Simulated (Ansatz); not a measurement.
Harmonic frequencies (cm⁻¹) at PBE0-D4/def2-TZVP from Ansatz: 19, 104, 149, 248, 269, 432, 452, 454, 579, 782, 857, 876, 1077, 1110, 1305, 1305, 1414, 1426, 1456, 1472, 1816, 2992, 2995, 3065, 3067, 3112, 3114.

Task: Which molecule is it?
A. `C[B](C)[ZnH]`
B. `NPB[SiH3]`
C. `[SiH3]C1(S)CO1`
D. `[AlH2][CH](S)O[SiH3]`

Result: A.
